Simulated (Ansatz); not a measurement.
CoSi₃. Charge 0, multiplicity 2. Geometry PBE-D4/def2-SVP.

```xyz
4

Co    0.9184    0.2310    0.6719
Si    0.6800    1.1715   -1.2518
Si   -0.9921   -0.2494   -0.7257
Si   -0.6063   -1.1531    1.3056
```

At PBE-D4/def2-SVP, r2SCAN-D4/def2-TZVP, r2SCANh-D4/def2-TZVP, BHLYP-D4/def2-TZVP the charge 0 doublet is spin-contaminated (final ⟨S²⟩ up to 1.68, 0.75 for a pure state). The structure comes from a short search, and lower isomers may exist.

(1) Estimate the α-spin orbital energies around the gap (eV) in Ansatz with PBE-D4/def2-SVP, PBE-D4/def2-TZVPD, r2SCAN-D4/def2-TZVP, r2SCANh-D4/def2-TZVP, BHLYP-D4/def2-TZVP.

Results:

(1) 
```tsv
orbital	PBE-D4/def2-SVP	PBE-D4/def2-TZVPD	r2SCAN-D4/def2-TZVP	r2SCANh-D4/def2-TZVP	BHLYP-D4/def2-TZVP
HOMO−13	-62.62	-62.55	-65.33	-67.26	-73.46
HOMO−12	-61.98	-61.95	-64.76	-66.66	-73.26
HOMO−11	-61.92	-61.91	-64.62	-66.53	-72.71
HOMO−10	-13.66	-13.66	-14.16	-14.74	-16.96
HOMO−9	-11.26	-11.32	-11.68	-12.21	-14.48
HOMO−8	-8.87	-8.95	-9.24	-9.82	-13.06
HOMO−7	-6.99	-7.04	-7.82	-8.86	-12.41
HOMO−6	-6.61	-6.68	-7.12	-7.92	-11.13
HOMO−5	-6.52	-6.61	-7.01	-7.73	-11.02
HOMO−4	-6.15	-6.24	-6.83	-7.69	-10.95
HOMO−3	-5.98	-6.10	-6.52	-7.26	-9.60
HOMO−2	-5.54	-5.59	-5.78	-6.28	-7.35
HOMO−1	-5.25	-5.35	-5.76	-6.06	-7.13
HOMO	-5.19	-5.26	-5.51	-5.82	-6.64
LUMO	-3.81	-3.86	-3.77	-3.50	-2.29
LUMO+1	-3.28	-3.40	-3.38	-3.14	-2.05
LUMO+2	-3.11	-3.25	-3.21	-2.96	-2.01
LUMO+3	-1.84	-2.06	-1.81	-1.48	-0.14
LUMO+4	-0.96	-1.18	-0.85	-0.59	0.49
LUMO+5	0.89	0.09	1.17	1.37	1.91
β HOMO	-4.75	-4.92	-5.31	-5.89	-6.26
β LUMO	-3.77	-4.05	-3.55	-3.25	-2.27
```
